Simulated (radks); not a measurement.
Results of a calculation; reference values are marked as such.
Coulomb parameter of the 3d shell of the iron ion Fe2+ in the model configuration [Ar] 3d5 4p1, as a second difference U = [E(n + 0.25) + E(n - 0.25) - 2 E(n)] / (0.25)^2 with all orbitals relaxed. "Bare": the charge of the atom changes with n. "Screened": the 4p shell takes up the change at fixed total charge, which measures U(3d,3d) + U(4p,4p) - 2 U(3d,4p). Code: a radial shooting solver on a logarithmic mesh with Libxc functionals. Model: scalar-relativistic Kohn-Sham, PBE, spin-unpolarised, spherical densities, point nucleus.

case                 configuration  E - E(n) (eV)
start                 [Ar] 3d5 4p1          0.000
bare +0.25         [Ar] 3d5.25 4p1         -7.744
bare -0.25         [Ar] 3d4.75 4p1          8.825
screened +0.25  [Ar] 3d5.25 4p0.75         -3.937
screened -0.25  [Ar] 3d4.75 4p1.25          4.279

U(bare) = 17.300 eV, U(screened by 4p) = 5.476 eV, against the Slater integral F0(3d,3d) = 25.045 eV with frozen orbitals.
